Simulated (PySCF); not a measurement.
PySCF input file for BF2, SMILES F[B]F (connectivity only; charge and spin as stated), charge +1, multiplicity 1, PBE0/pcSseg-2. Geometry optimised at PBE0-D3(BJ)/def2-TZVP. The spin state was assumed, not searched. The isomer is the one that the SMILES or the coordinates give; other isomers of the formula were not compared.

```python
import numpy as np
from pyscf import gto, scf, dft
from pyscf.prop.nmr import rks as nmr

mol = gto.M(
    atom='''
    F     0.00000000    0.00000000   -1.22644448
    B     0.00000000    0.00000000    0.00000000
    F     0.00000000    0.00000000    1.22644448
    ''',
    basis='pcSseg-2',
    charge=1,
    spin=0,
    max_memory=1600,
    verbose=3,
)
mf = dft.RKS(mol, xc='pbe0')
mf.grids.level = 3
mf.conv_tol = 1e-10
mf.max_cycle = 100
mf.kernel()
n = nmr.NMR(mf)
n.verbose = 2
n.max_cycle_cphf = 60
sigma = n.kernel()
print('atom   isotropic/ppm   span/ppm')
for i, s in enumerate(sigma):
    w = np.linalg.eigvalsh((s + s.T) / 2)
    print(f'{mol.atom_symbol(i):2s}{i + 1:3d} {w.mean():14.3f} {w[2] - w[0]:11.3f}')
```

Program output:

```
converged SCF energy = -224.125133822954
atom   isotropic/ppm   span/ppm
F   1        308.998     260.495
B   2         96.527     178.790
F   3        308.998     260.495
```

The calculation finished and met its thresholds.

Cost: about 10 core-seconds (a rough figure).
